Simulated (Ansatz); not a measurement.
FePt2, 3 atoms. Hardware: 4 threads of Arm Neoverse V1 on a shared host.

In the def2 sets Pt takes a core potential; there is no spin–orbit coupling. Correlated methods freeze 5 core orbitals; core or outer-core shells of Fe, Pt are correlated, in sets that lack core-valence functions. In CCSD on the charge 1 doublet the largest single amplitude is 0.17, so its Hartree–Fock determinant may place the open shell otherwise than the density functionals do.

(1) How many basis functions does each of these Ansatz runs have, and roughly what does it cost? PBE0-D4/def2-TZVP, charge 0 singlet, relaxation, 4 steps; r2SCAN0-D4/def2-TZVP, charge 0 triplet, energy, from earlier orbitals; BHLYP-D4/def2-TZVP, charge 0 quintet, energy, from earlier orbitals; PBE-D4/def2-TZVP, charge 1 doublet, energy, from earlier orbitals; r2SCAN-D4/def2-TZVP, charge 0 triplet, energy, from earlier orbitals; r2SCAN-D4/def2-TZVP, charge 0 quintet, energy, from earlier orbitals; PBE with 50 % exact exchange/def2-TZVP, charge 0 singlet, energy, from earlier orbitals; PBE with 35 % exact exchange/def2-TZVP, charge 0 quintet, energy, from earlier orbitals; CCSD(T)/def2-TZVP, charge 1 doublet at the geometry of the charge 0 singlet, energy, from earlier orbitals; PBE0-D4/def2-TZVP, charge 1 doublet at the geometry of the charge 0 singlet, energy; r2SCAN0-D4/def2-TZVP, charge 0 singlet, energy, from earlier orbitals; PBE0-D4/def2-TZVPD, charge 0 singlet, energy, from earlier orbitals.

Answers

(1) Other jobs shared the machine, so times can vary by a factor of up to 3. A dash marks memory too small to be measured apart from the calling script's.

```tsv
run	functions	fitting or Cholesky vectors	wall time	peak host memory (GiB)
PBE with 50 % exact exchange/def2-TZVP, charge 0 singlet, energy, from earlier orbitals	125	1555	8 s	–
PBE0-D4/def2-TZVPD, charge 0 singlet, energy, from earlier orbitals	134	1366	8 s	–
PBE with 35 % exact exchange/def2-TZVP, charge 0 quintet, energy, from earlier orbitals	125	1195	9 s	–
BHLYP-D4/def2-TZVP, charge 0 quintet, energy, from earlier orbitals	125	1195	9.5 s	–
PBE-D4/def2-TZVP, charge 1 doublet, energy, from earlier orbitals	125	1228	15 s	–
PBE0-D4/def2-TZVP, charge 0 singlet, relaxation, 4 steps	125	1277	16 s	–
r2SCAN0-D4/def2-TZVP, charge 0 triplet, energy, from earlier orbitals	125	1195	18 s	–
r2SCAN-D4/def2-TZVP, charge 0 triplet, energy, from earlier orbitals	125	1228	21 s	–
r2SCAN-D4/def2-TZVP, charge 0 quintet, energy, from earlier orbitals	125	1228	36 s	–
r2SCAN0-D4/def2-TZVP, charge 0 singlet, energy, from earlier orbitals	125	1359	44 s	–
CCSD(T)/def2-TZVP, charge 1 doublet at the geometry of the charge 0 singlet, energy, from earlier orbitals	125	1195	1.9 min	1.8
PBE0-D4/def2-TZVP, charge 1 doublet at the geometry of the charge 0 singlet, energy	125	1195	4.1 min	0.64
```
